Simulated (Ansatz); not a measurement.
One geometry of Al₂Cl₆, several levels of theory.

```yaml
crystal:
  periodic: [false, false, false]
  atoms:
    - {symbol: Al, position_ang: [-0.383106, 0.175909, 2.135546]}
    - {symbol: Al, position_ang: [0.347884, -0.137155, -1.935875]}
    - {symbol: Cl, position_ang: [0.257916, -2.104782, -1.206558]}
    - {symbol: Cl, position_ang: [-0.624178, 1.477721, 3.725474]}
    - {symbol: Cl, position_ang: [-0.463090, -1.875438, 2.313562]}
    - {symbol: Cl, position_ang: [-1.322752, 0.619996, -2.955889]}
    - {symbol: Cl, position_ang: [-0.049581, 1.162478, 0.267568]}
    - {symbol: Cl, position_ang: [2.236917, 0.681271, -2.343828]}
basis:
  gaussian: {orbitals: def2-TZVP, initial_orbitals: start.molden}
hamiltonian: {xc: {name: B2PLYP}}
scf: {omitted_lower_state_checks: [starts]}
```

The file start.molden holds the orbitals of an earlier run on this structure, at another level or in another basis.

```sh
$ ansatz run in.yaml --threads 4 --pin off --events-out ev --progress --plain --max-ram 4787MiB
```

It prints (some lines left out):

```
Functional definition: B2PLYP
1731 factors; integrals over basis functions are off by at most 1.3e-3 eV
mean field evaluation 1: about -88305.1842 eV, gradient 2.0e1 eV
mean field evaluation 2: about -88305.3543 eV, gradient 3.1e-1 eV
mean field evaluation 4: about -88305.8094 eV, gradient 8.1e-3 eV
mean field evaluation 8: about -88305.8095 eV, gradient 1.2e-6 eV
mean field -88305.80954356 eV, -3245.1786448985 hartree, gradient 1.0e-6 eV, S^2 0.000000; 0 other end points of the search recorded, 0 dependent functions left out
40 core orbitals not correlated: weight in the atoms' cores, before any rotation towards them, 1.000 or more for the frozen orbitals, at most 0.000 for the correlated occupied ones
reference -88305.80977634 eV, -3245.1786534527 hartree; 24, 24 occupied and 232, 232 virtual orbitals, 1731 factors
second order -41.38997049 eV of doubles, -0.00000000 eV of singles
Total energy: -88316.98506837 eV, -3245.5893378600 hartree
Checks for a lower state left out: starts
```

Hardware: 4 threads of Arm Neoverse V1 on a shared host. Wall time 15 s, peak host memory 0.96 GiB.

First input, but with `hamiltonian: {xc: pbe, dispersion: d4}`, `output: {forces: true, orbitals: {seedname: orbitals}}` (abridged; 5.5 s):

```
Functional definition: PBE
mean field -88306.15299590 eV, -3245.1912665388 hartree, gradient 7.3e-5 eV, S^2 0.000000
Total energy: -88306.58711757 eV, -3245.2072202163 hartree
Atom 0 force     0.018245     0.003541    -0.122232 eV/Å
Atom 1 force    -0.010840    -0.031526     0.059331 eV/Å
Atom 2 force     0.007641    -0.060658    -0.027845 eV/Å
Atom 3 force    -0.005279     0.046694     0.048668 eV/Å
Atom 4 force    -0.005354    -0.035880     0.015952 eV/Å
Atom 5 force    -0.031029     0.021674    -0.021615 eV/Å
Atom 6 force    -0.009133     0.031093     0.058492 eV/Å
Atom 7 force     0.035749     0.025062    -0.010752 eV/Å
Dipole moment:    -0.143673     0.135673     0.798818 e Å
Checks for a lower state left out: starts
```

The first input with `hamiltonian: {xc: r2scan, dispersion: d4}`, `output: {orbitals: {seedname: orbitals}}` (abridged; 10 s):

```
Functional definition: r2SCAN
mean field -88338.34755054 eV, -3246.3743945999 hartree, gradient 1.7e-5 eV, S^2 0.000000
Total energy: -88338.45701583 eV, -3246.3784173748 hartree
Checks for a lower state left out: starts
```

As the first input, with `hamiltonian: {xc: pbe0, dispersion: d4}`, `output: {orbitals: {seedname: orbitals}}` (abridged; 13 s):

```
Functional definition: PBE0
mean field -88313.54349396 eV, -3245.4628623333 hartree, gradient 1.6e-5 eV, S^2 0.000000
Total energy: -88313.92921927 eV, -3245.4770374768 hartree
Checks for a lower state left out: starts
```

First input, but with `gaussian: {orbitals: def2-SVP, initial_orbitals: start.molden}`, `correlation: {method: ccsd_t}`, `output: {orbitals: {seedname: orbitals}}` and without the key `hamiltonian` (abridged; 17 s):

```
Functional definition: HF
mean field -88172.36294579 eV, -3240.2745728836 hartree, gradient 2.3e-6 eV, S^2 0.000000
40 core orbitals not correlated: weight in the atoms' cores, before any rotation towards them, 1.000 or more for the frozen orbitals, at most 0.000 for the correlated occupied ones
second order -24.49840218 eV of doubles, -0.00000000 eV of singles
cycle   1  -25.96892994 eV  change    -1.5e0 eV  update   9.2e-2
cycle   2  -26.40031610 eV  change   -4.3e-1 eV  update   2.5e-2
cycle   3  -26.47337002 eV  change   -7.3e-2 eV  update   1.2e-2
cycle   4  -26.47026755 eV  change    3.1e-3 eV  update   2.7e-3
cycle   5  -26.46850674 eV  change    1.8e-3 eV  update   7.6e-4
cycle   6  -26.46808478 eV  change    4.2e-4 eV  update   2.6e-4
cycle   7  -26.46809467 eV  change   -9.9e-6 eV  update   8.4e-5
cycle   8  -26.46812462 eV  change   -3.0e-5 eV  update   3.3e-5
perturbative correction -0.54995967 eV, -0.0202106449 hartree
Total energy: -88199.38103008 eV, -3241.2674691677 hartree
Checks for a lower state left out: starts
```

First input, but with `hamiltonian: {xc: {name: B97M-V}}`, `output: {orbitals: {seedname: orbitals}}` (abridged; 16 s):

```
Functional definition: B97M-V
mean field -88322.02826460 eV, -3245.7746719030 hartree, gradient 4.7e-5 eV, S^2 0.000000
Total energy: -88322.02833741 eV, -3245.7746745788 hartree
Checks for a lower state left out: starts
```

Geometry: r2SCAN-D4/def2-SVP.

Correlated methods freeze 40 core orbitals. Another isomer (singlet) lies 1.09 eV lower at PBE0-D4/def2-TZVP; other spin states weren't run for this one.
